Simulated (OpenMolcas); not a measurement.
# Ta4+: moving or changing the point charges

Ta4+ among 6 point charges of -1 e arranged as a trigonal antiprism (D3d), 2.17 Å from the ion, with a polar angle of 61.9° against the regular 54.74°.
```
   0.0000    1.9133    1.0237  -1.00
  -1.6570   -0.9567    1.0237  -1.00
   1.6570   -0.9567    1.0237  -1.00
   0.0000   -1.9133   -1.0237  -1.00
   1.6570    0.9567   -1.0237  -1.00
  -1.6570    0.9567   -1.0237  -1.00
```

| Item | Value |
| --- | --- |
| Program | OpenMolcas 26.06 |
| Method | CASSCF |
| Basis | ANO-RCC-VDZP [7s6p4d2f1g] |
| Scalar Hamiltonian | DKH2, point nucleus |
| Active space | 1 electron in 5 orbitals (5d) |
| State averaging | 2S+1 = 2 even, 5 roots |
| Spin-orbit coupling | RASSI with atomic mean-field integrals over the reference wave functions |

Runs around this geometry, states (labels of D3, the rotations of D3d). Energies in cm-1 above the lowest state or level, χT in cm3 K/mol.

```tsv
R (Å)	q (e)	Polar angle / regular	Ground state	First state of that spin	First gap with spin-orbit (degeneracies)	χT at 300 K
2.17	-0.65	1.13	2A1	2E 1923	2681 (2, 2)	0.154
2.04	-1	1.13	2A1	2E 4051	4716 (2, 2)	0.104
2.17	-1	1.13	2A1	2E 3295	4050 (2, 2)	0.118
2.41	-1	1.13	2A1	2E 2319	3098 (2, 2)	0.149
2.17	-1	1.22	2A1	2E 4682	6121 (2, 2)	0.110
```

Taking the first state of the same spin as R^-n, n = -ln(2319 / 4051) / ln(2.41 / 2.04) = 3.3 between the shortest and longest distance.

Scaling the charges by -0.65 / -1 = 0.65 scales the first state of the same spin by 1923 / 3295 = 0.58; with fixed orbitals a first-order splitting would follow the charge.

Spin-orbit coupling mixes the spin-free states strongly: the lowest level takes only 58 % from its leading state, 2A1 (figures for R = 2.17, q = -0.65, ratio = 1.13; the like holds for R = 2.17, q = -1, ratio = 1.13, R = 2.41, q = -1, ratio = 1.13). This is an electrostatic model: the charges have no orbitals. No measured value stands beside these numbers.
